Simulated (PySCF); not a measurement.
## Trend along the alkali metals: MTe cations

PBE with double-zeta basis sets in PySCF, for the lowest determinant that a PBE0 search found; no spin–orbit coupling. De refers to high-spin ground-configuration atoms (the charge goes to the atom of lower measured ionisation energy or higher electron affinity, which is not always the lowest computed limit). A positive dipole points towards Te; it is taken about the centre of mass and depends on that origin.

```csv
M,basis,charged atom,state (unpaired electrons),Re (Å),ωe (cm⁻¹),De (eV),μ (D)
Li,cc-pVDZ/cc-pVDZ-PP,Li+,triplet (π ↑↑),2.805,297,1.08,-9.27
Na,x2c-SVPall,Na+,triplet (π ↑↑),3.146,145,0.85,-9.70
K,def2-SVP,K+,triplet (π ↑↑),3.681,84.0,0.46,-11.35
Cs,def2-SVP,Cs+,triplet (π ↑↑),4.065,50.4,0.34,-7.58
```

The row for M = Rb is missing. Estimate Re, ωe and De as the mean of the rows for K and Cs, and compare with the calculation.

The means are 3.873 Å, 67.2 cm⁻¹ and 0.40 eV. PBE in def2-SVP gives RbTe⁺ as a triplet (π ↑↑) with Re = 3.830 Å, ωe = 62.4 cm⁻¹, De = 0.40 eV, so the estimate is off by +4.3 pm, +8 % and +0.00 eV.

The rows differ in basis set, which adds steps of its own.

Weak bonds: CsTe⁺, KTe⁺, RbTe⁺. Basis-set superposition, not corrected here, can be much of De in a small basis, most of all at correlated wavefunction levels. Spin–orbit coupling is left out, which matters for elements this heavy, above all for dissociation energies. For an ion De counts to the pair picked by the measured ionisation energies or electron affinities, which need not be the lowest pair at this level. States were picked by a PBE0 search and need not be the measured ground states.
